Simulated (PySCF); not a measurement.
## Working out the ionisation energy of Cl(2+)

Cl(2+) [Ne] 3s2 3p3 (4S) → Cl(3+) [Ne] 3s2 3p2 (3P). Calculation: PySCF 2.14, in cc-pVDZ-DK; scalar relativity by spin-free X2C-1e. Frozen: [Ne]. Energies in hartree (1 hartree = 27.21139 eV):

| part | Cl(2+) (lower) | Cl(3+) (upper) |
| --- | --- | --- |
| UHF | -459.616737 | -458.185222 |
| CCSD correlation | -0.089254 | -0.076838 |
| (T) | -0.000785 | -0.000738 |

What does Hartree-Fock give?

(-458.185222) − (-459.616737) = 1.431515 hartree = 38.954 eV.

What do CCSD and CCSD(T) give?

The CCSD correlation energies differ by 0.012416 hartree = 0.338 eV and the triples by 0.000047 hartree = 0.001 eV, so CCSD gives 39.292 eV and CCSD(T) 39.293 eV.

Reference: 39.8 ± 0.11 eV (semi-empirical (NIST evaluation); NIST Atomic Spectra Database, ionization energies), between the lowest levels; spin-orbit coupling is absent from the calculation.

A double-zeta basis recovers only part of the correlation energy.

What remains against the reference includes basis incompleteness, the frozen core and higher excitations.
